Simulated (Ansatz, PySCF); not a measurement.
CHO₂, SMILES C(=[OH+])=O, charge +1. Atoms are numbered in the order given.

```xyz
4

O     -0.0717     1.1949     0.0000
C      0.0008     0.0777     0.0000
O      0.1934    -1.1222     0.0000
H     -0.5701    -1.7470     0.0000
```
Charge +1, spin multiplicity 1.

The structure is a stationary point at PBE0-D3(BJ)/def2-TZVP. The isomer is the one that the SMILES or the coordinates give; other isomers of the formula were not compared.

Two levels are set side by side: PBE-D3(BJ)/def2-TZVP (Ansatz, an electronic-structure program) and PBE0-D3(BJ)/def2-TZVP (Ansatz). Each level has its own optimised geometry; the coordinates shown are those of the second. Frequencies come from the Hessian of PySCF at each geometry. Differences are taken from unrounded values.

| quantity | PBE0-D3(BJ) |
|---|---|
| mean bond length (Å) | 1.107 |
| bond O1–C2 (Å) | 1.120 |
| bond C2–O3 (Å) | 1.215 |
| bond O3–H4 (Å) | 0.987 |
| highest harmonic wavenumber (cm⁻¹) | 3553 |
| mean harmonic wavenumber (cm⁻¹) | 1590 |
| zero-point energy (kcal/mol) | 13.64 |

**Question.** What does PBE-D3(BJ) give, and how far is it from PBE0-D3(BJ)? (The exact figures need the calculation; the answer reports its results.)

**Answer.** 
| quantity | PBE-D3(BJ) | PBE-D3(BJ) minus PBE0-D3(BJ) |
|---|---|---|
| mean bond length (Å) | 1.120 | 0.013 |
| bond O1–C2 (Å) | 1.135 | 0.016 |
| bond C2–O3 (Å) | 1.227 | 0.011 |
| bond O3–H4 (Å) | 0.997 | 0.011 |
| highest harmonic wavenumber (cm⁻¹) | 3422 | -132 |
| mean harmonic wavenumber (cm⁻¹) | 1525 | -65 |
| zero-point energy (kcal/mol) | 13.08 | -0.56 |

GGA bonds tend to be longer and softer than those of functionals with exact exchange. Differences between two approximate levels are no errors against the true value.
